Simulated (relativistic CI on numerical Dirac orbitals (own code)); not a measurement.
Level scheme of Dy⁶³⁺

Method of calculation: Dirac-Coulomb-Breit CI, KLI orbitals optimised for each configuration, model QED (radiative potential, 1s self-energy scaled to tabulated hydrogen-like ionisation energies), unscaled Slater integrals (own radial code, finite nucleus).

CI space (outside the closed core 1s2): 2s, 2p, 3s, 3p, 3d, 4s, 4p, 4d, 4f, 5s, 5p, 5d, 5f, 5g, 6s, 6p, 6d. Levels of other configurations are missing.

The lowest level is 2s 2S_1/2, with 100 % of that term; Hund's rules for 2s give 2S with J = 1/2, in agreement.

```
No.  Configuration  Term    J   E (eV)    %  Next component (%)  Lifetime (s)
  1             2s    2S  1/2      0.0  100                                  
  2             2p   2P°  1/2    161.2  100                          1.26e-10
  3             2p   2P°  3/2   1060.4  100                          3.94e-13
  4             3s    2S  1/2   8594.9  100                          5.67e-15
  5             3p   2P°  1/2   8638.8  100                          2.26e-15
  6             3p   2P°  3/2   8906.6  100                          2.94e-15
  7             3d    2D  3/2   8918.4  100                          8.47e-16
  8             3d    2D  5/2   8996.5  100                          9.22e-16
  9             4s    2S  1/2  11547.3  100                          8.43e-15
 10             4p   2P°  1/2  11565.1  100                          3.88e-15
 11             4p   2P°  3/2  11677.5  100                          4.82e-15
 12             4d    2D  3/2  11682.5  100                          1.95e-15
 13             4d    2D  5/2  11715.6  100                          2.14e-15
 14             4f   2F°  5/2  11715.8  100                          4.14e-15
 15             4f   2F°  7/2  11731.9  100                          4.25e-15
 16             5s    2S  1/2  12893.9  100                          1.34e-14
 17             5p   2P°  1/2  12902.9  100                          6.63e-15
 18             5p   2P°  3/2  12960.1  100                          8.06e-15
 19             5d    2D  3/2  12962.6  100                          3.72e-15
 20             5d    2D  5/2  12979.6  100                          4.10e-15
 21             5f   2F°  5/2  12979.7  100                          7.93e-15
 22             5g    2G  7/2  12988.0  100                          1.37e-14
 23             5f   2F°  7/2  12988.0  100                          8.16e-15
 24             5g    2G  9/2  12992.9  100                          1.39e-14
 25             6s    2S  1/2  13617.6  100                          2.07e-14
 26             6p   2P°  1/2  13622.7  100                          1.07e-14
 27             6p   2P°  3/2  13655.7  100                          1.28e-14
 28             6d    2D  3/2  13657.1  100                          6.36e-15
 29             6d    2D  5/2  13667.0  100                          7.00e-15
```

Energies count from the lowest computed level; ° marks odd parity; lifetimes are radiative, by E1, M1, E2, M2 decay to levels of this space only.

The mean weight of the leading LS term, summed over parents, in these 29 levels is 100 %, and that of the leading jj configuration (from the same eigenvectors) 100 %.

At this charge energies of transitions that change n are usually good to better than 1 %, and those within a shell (Δn = 0) to a few per cent.
